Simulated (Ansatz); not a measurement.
Ansatz (a first-principles code) input (B3LYP-D3(BJ)/def2-TZVP):

Ansatz 0.2 input:
```yaml
crystal:
  periodic: [false, false, false]
  atoms:
    - {symbol: Li, position_ang: [-0.00000000, -0.00000000, -1.25868851]}
    - {symbol: O, position_ang: [0.00000000, 0.00000000, 0.31385345]}
    - {symbol: H, position_ang: [0.00000000, 0.00000000, 1.26523792]}
basis:
  gaussian:
    orbitals: def2-TZVP
hamiltonian:
  xc: b3lyp
  dispersion: d3bj
phonons: {temperatures: {t_min: 298.15, t_max: 298.15, t_step: 100}}
```

Output:

```
Functional definition: B3LYP
integrals: 0.01 GiB planned
324 factors; their error is unknown
mean field: 0.08 GiB planned
mean field evaluation 1: about -2261.0796 eV, gradient 7.3e1 eV
mean field evaluation 2: about -2157.4449 eV, gradient 1.7e2 eV
mean field evaluation 4: about -2269.9835 eV, gradient 4.6e0 eV
mean field evaluation 8: about -2270.0227 eV, gradient 3.3e-2 eV
mean field evaluation 16: about -2270.0265 eV, gradient 2.0e-5 eV
mean field -2270.02648819 eV, -83.4219347618 hartree, gradient 2.0e-5 eV, S^2 0.000000; 0 other end points of the search recorded, 0 dependent functions left out
the calculation of the forces begins
reference -2270.02667509 eV, -83.4219416303 hartree; 6, 6 occupied and 45, 45 virtual orbitals, 324 factors
these checks for a lower state are left out or cut short: stability, starts, cluster_reference, orbital_swaps, neighbouring_geometries, increment
integrals: 0.01 GiB planned
324 factors; their error is unknown
mean field: 0.08 GiB planned
mean field -2270.02648767 eV, -83.4219347426 hartree, gradient 2.8e-6 eV, S^2 0.000000; 0 other end points of the search recorded, 0 dependent functions left out
the calculation of the forces begins
reference -2270.02667457 eV, -83.4219416111 hartree; 6, 6 occupied and 45, 45 virtual orbitals, 324 factors
these checks for a lower state are left out or cut short: stability, starts, cluster_reference, orbital_swaps, neighbouring_geometries, increment
integrals: 0.01 GiB planned
324 factors; their error is unknown
mean field: 0.08 GiB planned
mean field -2270.02648767 eV, -83.4219347426 hartree, gradient 2.8e-6 eV, S^2 0.000000; 0 other end points of the search recorded, 0 dependent functions left out
the calculation of the forces begins
reference -2270.02667457 eV, -83.4219416111 hartree; 6, 6 occupied and 45, 45 virtual orbitals, 324 factors
these checks for a lower state are left out or cut short: stability, starts, cluster_reference, orbital_swaps, neighbouring_geometries, increment
integrals: 0.01 GiB planned
324 factors; their error is unknown
mean field: 0.08 GiB planned
mean field evaluation 32: about -2270.0265 eV, gradient 3.4e-2 eV
mean field -2270.02648767 eV, -83.4219347426 hartree, gradient 2.8e-6 eV, S^2 0.000000; 0 other end points of the search recorded, 0 dependent functions left out
the calculation of the forces begins
reference -2270.02667457 eV, -83.4219416111 hartree; 6, 6 occupied and 45, 45 virtual orbitals, 324 factors
these checks for a lower state are left out or cut short: stability, starts, cluster_reference, orbital_swaps, neighbouring_geometries, increment
integrals: 0.01 GiB planned
324 factors; their error is unknown
mean field: 0.08 GiB planned
mean field -2270.02648767 eV, -83.4219347426 hartree, gradient 2.8e-6 eV, S^2 0.000000; 0 other end points of the search recorded, 0 dependent functions left out
the calculation of the forces begins
reference -2270.02667457 eV, -83.4219416111 hartree; 6, 6 occupied and 45, 45 virtual orbitals, 324 factors
these checks for a lower state are left out or cut short: stability, starts, cluster_reference, orbital_swaps, neighbouring_geometries, increment
integrals: 0.01 GiB planned
324 factors; their error is unknown
mean field: 0.08 GiB planned
mean field -2270.02642719 eV, -83.4219325199 hartree, gradient 3.5e-7 eV, S^2 0.000000; 0 other end points of the search recorded, 0 dependent functions left out
the calculation of the forces begins
reference -2270.02661407 eV, -83.4219393879 hartree; 6, 6 occupied and 45, 45 virtual orbitals, 324 factors
these checks for a lower state are left out or cut short: stability, starts, cluster_reference, orbital_swaps, neighbouring_geometries, increment
integrals: 0.01 GiB planned
324 factors; their error is unknown
mean field: 0.08 GiB planned
mean field -2270.02644092 eV, -83.4219330247 hartree, gradient 1.7e-6 eV, S^2 0.000000; 0 other end points of the search recorded, 0 dependent functions left out
the calculation of the forces begins
reference -2270.02662784 eV, -83.4219398937 hartree; 6, 6 occupied and 45, 45 virtual orbitals, 324 factors
these checks for a lower state are left out or cut short: stability, starts, cluster_reference, orbital_swaps, neighbouring_geometries, increment
integrals: 0.01 GiB planned
324 factors; their error is unknown
mean field: 0.08 GiB planned
mean field evaluation 64: about -2270.0265 eV, gradient 7.0e-7 eV
mean field -2270.02648448 eV, -83.4219346256 hartree, gradient 7.5e-7 eV, S^2 0.000000; 0 other end points of the search recorded, 0 dependent functions left out
the calculation of the forces begins
reference -2270.02667139 eV, -83.4219414941 hartree; 6, 6 occupied and 45, 45 virtual orbitals, 324 factors
these checks for a lower state are left out or cut short: stability, starts, cluster_reference, orbital_swaps, neighbouring_geometries, increment
integrals: 0.01 GiB planned
324 factors; their error is unknown
mean field: 0.08 GiB planned
mean field -2270.02648448 eV, -83.4219346256 hartree, gradient 7.5e-7 eV, S^2 0.000000; 0 other end points of the search recorded, 0 dependent functions left out
the calculation of the forces begins
reference -2270.02667139 eV, -83.4219414941 hartree; 6, 6 occupied and 45, 45 virtual orbitals, 324 factors
these checks for a lower state are left out or cut short: stability, starts, cluster_reference, orbital_swaps, neighbouring_geometries, increment
integrals: 0.01 GiB planned
324 factors; their error is unknown
mean field: 0.08 GiB planned
mean field -2270.02648448 eV, -83.4219346256 hartree, gradient 7.5e-7 eV, S^2 0.000000; 0 other end points of the search recorded, 0 dependent functions left out
the calculation of the forces begins
reference -2270.02667139 eV, -83.4219414941 hartree; 6, 6 occupied and 45, 45 virtual orbitals, 324 factors
these checks for a lower state are left out or cut short: stability, starts, cluster_reference, orbital_swaps, neighbouring_geometries, increment
integrals: 0.01 GiB planned
324 factors; their error is unknown
mean field: 0.08 GiB planned
mean field -2270.02648448 eV, -83.4219346256 hartree, gradient 7.5e-7 eV, S^2 0.000000; 0 other end points of the search recorded, 0 dependent functions left out
the calculation of the forces begins
reference -2270.02667139 eV, -83.4219414941 hartree; 6, 6 occupied and 45, 45 virtual orbitals, 324 factors
these checks for a lower state are left out or cut short: stability, starts, cluster_reference, orbital_swaps, neighbouring_geometries, increment
integrals: 0.01 GiB planned
324 factors; their error is unknown
mean field: 0.08 GiB planned
mean field evaluation 96: about -2270.0263 eV, gradient 7.1e-7 eV
mean field -2270.02626828 eV, -83.4219266803 hartree, gradient 7.5e-7 eV, S^2 0.000000; 0 other end points of the search recorded, 0 dependent functions left out
the calculation of the forces begins
reference -2270.02645524 eV, -83.4219335510 hartree; 6, 6 occupied and 45, 45 virtual orbitals, 324 factors
these checks for a lower state are left out or cut short: stability, starts, cluster_reference, orbital_swaps, neighbouring_geometries, increment
integrals: 0.01 GiB planned
324 factors; their error is unknown
mean field: 0.08 GiB planned
mean field -2270.02625448 eV, -83.4219261729 hartree, gradient 7.4e-7 eV, S^2 0.000000; 0 other end points of the search recorded, 0 dependent functions left out
the calculation of the forces begins
reference -2270.02644131 eV, -83.4219330390 hartree; 6, 6 occupied and 45, 45 virtual orbitals, 324 factors
these checks for a lower state are left out or cut short: stability, starts, cluster_reference, orbital_swaps, neighbouring_geometries, increment
integrals: 0.01 GiB planned
324 factors; their error is unknown
mean field: 0.08 GiB planned
mean field -2270.02648675 eV, -83.4219347088 hartree, gradient 7.5e-7 eV, S^2 0.000000; 0 other end points of the search recorded, 0 dependent functions left out
the calculation of the forces begins
reference -2270.02667365 eV, -83.4219415773 hartree; 6, 6 occupied and 45, 45 virtual orbitals, 324 factors
these checks for a lower state are left out or cut short: stability, starts, cluster_reference, orbital_swaps, neighbouring_geometries, increment
integrals: 0.01 GiB planned
324 factors; their error is unknown
mean field: 0.08 GiB planned
mean field -2270.02648675 eV, -83.4219347088 hartree, gradient 7.5e-7 eV, S^2 0.000000; 0 other end points of the search recorded, 0 dependent functions left out
the calculation of the forces begins
reference -2270.02667365 eV, -83.4219415773 hartree; 6, 6 occupied and 45, 45 virtual orbitals, 324 factors
these checks for a lower state are left out or cut short: stability, starts, cluster_reference, orbital_swaps, neighbouring_geometries, increment
integrals: 0.01 GiB planned
324 factors; their error is unknown
mean field: 0.08 GiB planned
mean field evaluation 128: about -2270.0265 eV, gradient 7.0e-7 eV
mean field -2270.02648675 eV, -83.4219347088 hartree, gradient 7.5e-7 eV, S^2 0.000000; 0 other end points of the search recorded, 0 dependent functions left out
the calculation of the forces begins
reference -2270.02667365 eV, -83.4219415773 hartree; 6, 6 occupied and 45, 45 virtual orbitals, 324 factors
these checks for a lower state are left out or cut short: stability, starts, cluster_reference, orbital_swaps, neighbouring_geometries, increment
integrals: 0.01 GiB planned
324 factors; their error is unknown
mean field: 0.08 GiB planned
mean field -2270.02648675 eV, -83.4219347088 hartree, gradient 7.5e-7 eV, S^2 0.000000; 0 other end points of the search recorded, 0 dependent functions left out
the calculation of the forces begins
reference -2270.02667365 eV, -83.4219415773 hartree; 6, 6 occupied and 45, 45 virtual orbitals, 324 factors
these checks for a lower state are left out or cut short: stability, starts, cluster_reference, orbital_swaps, neighbouring_geometries, increment
integrals: 0.01 GiB planned
324 factors; their error is unknown
mean field: 0.08 GiB planned
mean field -2270.02631536 eV, -83.4219284105 hartree, gradient 7.4e-7 eV, S^2 0.000000; 0 other end points of the search recorded, 0 dependent functions left out
the calculation of the forces begins
reference -2270.02650221 eV, -83.4219352772 hartree; 6, 6 occupied and 45, 45 virtual orbitals, 324 factors
these checks for a lower state are left out or cut short: stability, starts, cluster_reference, orbital_swaps, neighbouring_geometries, increment
integrals: 0.01 GiB planned
324 factors; their error is unknown
mean field: 0.08 GiB planned
mean field -2270.02631547 eV, -83.4219284143 hartree, gradient 7.5e-7 eV, S^2 0.000000; 0 other end points of the search recorded, 0 dependent functions left out
the calculation of the forces begins
reference -2270.02650241 eV, -83.4219352845 hartree; 6, 6 occupied and 45, 45 virtual orbitals, 324 factors
Total energy: -2270.05835872 eV, -83.4231059820 hartree
Atom 0 at    -0.000000    -0.000000    -1.258689 Å, force    -0.000000     0.000000    -0.000936 eV/Å
Atom 1 at     0.000000     0.000000     0.313853 Å, force     0.000000    -0.000000     0.002745 eV/Å
Atom 2 at     0.000000     0.000000     1.265238 Å, force    -0.000000     0.000000    -0.001809 eV/Å
Dipole moment:     0.000000     0.000000    -0.863204 e Å
Vibrations: 389.06 389.06 977.27 3984.31 cm⁻¹, zero-point energy 0.355816 eV
```
